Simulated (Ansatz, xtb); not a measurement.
## Relative energy of two structures of CFMgSi+

We compare a, a singlet given by its coordinates, with b, a singlet given by its coordinates. Both are isolated ions in the gas phase, relaxed with r2SCAN-D4/def2-TZVP.

a (Å):

```xyz
4

C    -1.7103   -0.3579   -1.1748
F    -2.3810   -1.4401   -1.3488
Mg   -1.7589    1.3477   -2.6331
Si   -0.6683    0.7917   -0.4737
```

Close contacts (Å): C1–F2 1.29, C1–Mg3 2.24, C1–Si4 1.70, Mg3–Si4 2.48.

b (Å):

```
atom    x (Å)    y (Å)    z (Å)
   C  -1.2042   1.1505  -1.4848
   F  -3.0052  -1.2174  -2.5592
  Mg  -0.2825   0.6761   0.2098
  Si  -2.0404  -0.2872  -1.7540
```

Close contacts (Å): C1–Mg3 1.99, C1–Si4 1.68, F2–Si4 1.56, Mg3–Si4 2.81.

Task: Estimate which is lower in electronic energy at CCSD(T)/def2-TZVPP, and by roughly how much.

Result: The CCSD(T)/def2-TZVPP calculation puts structure b lower, by 9.1 kcal/mol.

How the difference moves with the method:

```json
{"level": "r2SCAN-D4/def2-TZVP", "geometry": "r2SCAN-D4/def2-TZVP", "E(b) − E(a) (kcal/mol)": "−3.7", "departure from the last row (kcal/mol)": "+5.4", "job, with rough time for the two": "optimisation, 27 s"}
{"level": "HF/def2-TZVPP", "geometry": "r2SCAN-D4/def2-TZVP", "E(b) − E(a) (kcal/mol)": "−9.3", "departure from the last row (kcal/mol)": "−0.2", "job, with rough time for the two": "part of the CCSD(T) run"}
{"level": "MP2/def2-TZVPP", "geometry": "r2SCAN-D4/def2-TZVP", "E(b) − E(a) (kcal/mol)": "−7.2", "departure from the last row (kcal/mol)": "+1.9", "job, with rough time for the two": "part of the CCSD(T) run"}
{"level": "CCSD(T)/def2-TZVPP", "geometry": "r2SCAN-D4/def2-TZVP", "E(b) − E(a) (kcal/mol)": "−9.1", "departure from the last row (kcal/mol)": "", "job, with rough time for the two": "single point, 22 s"}
```

None of the levels shown reverses the order. The largest departure from CCSD(T)/def2-TZVPP is that of r2SCAN-D4/def2-TZVP, 5.4 kcal/mol. Levels run at GFN2-xTB geometries aren't shown.

With harmonic frequencies from r2SCAN-D4/def2-TZVP (ideal gas, rigid rotor, one conformer each, 298.15 K, 1 atm): the zero-point term adds −0.6 kcal/mol; ΔH is −9.4 and ΔG −10.0 kcal/mol.

The T1 diagnostic of structure b is large, so the coupled-cluster value is less sure. The correlated steps freeze 8 core orbitals; the last core shell of Mg is correlated, in a basis made for valence electrons. Run with Ansatz 0.2.0; the last row on 2 threads of Arm Neoverse V1 on a shared host.
